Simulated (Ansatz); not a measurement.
Coupled-cluster diagnostics for [(OH)2Al]2NH (Al₂NO₄H₅), Ansatz.

Geometry of the singlet (B3LYP-D4/def2-SVP):

Cartesian coordinates in Å:
```
Al -1.0928 0.5479 0.0886
O -1.3490 1.9371 1.0714
O -2.3027 0.3847 -1.1243
N -0.2398 -0.9662 0.7847
Al 1.2737 -0.7286 -0.0399
O 0.6615 0.7466 -0.8117
O 2.8464 -1.2386 -0.3648
H -0.9997 2.0078 1.9624
H -2.5163 -0.4616 -1.5232
H -0.5973 -1.6615 1.4253
H 0.9679 1.4264 -1.4167
H 3.3482 -1.9943 -0.0520
```

Correlated methods freeze 15 core orbitals.

Problem. Estimate the CCSD(T) correlation energy, the shares of MP2 and (T), T1 and the reference's ⟨S²⟩ for: charge 0, singlet, own geometry in def2-SVP; charge 1, doublet, vertical in def2-SVP; and the rough time on 2 threads of AMD EPYC 7R13 on a shared host and a share (18 GiB) of an NVIDIA H100 80GB HBM3.

Solution. 
```json
{"state": "charge 0, singlet, own geometry", "basis": "def2-SVP", "correlation (eV)": "-29.654", "MP2 share (%)": "95.3", "(T) share (%)": "2.1", "T1": "0.013", "⟨S²⟩ (pure)": "0.00 (0.00)", "wall time": "5.5 s"}
{"state": "charge 1, doublet, vertical", "basis": "def2-SVP", "correlation (eV)": "-28.703", "MP2 share (%)": "94.5", "(T) share (%)": "2.1", "T1": "0.022", "⟨S²⟩ (pure)": "0.76 (0.75)", "wall time": "6.5 s"}
```
Customary marks for T1 are 0.02 (closed shells), 0.045 (open shells) and about 0.05 (3d metals). T1 exceeds 0.02 in 1 of 2 rows and 0.045 in 0; the higher it lies, the less the single-reference result can be trusted.
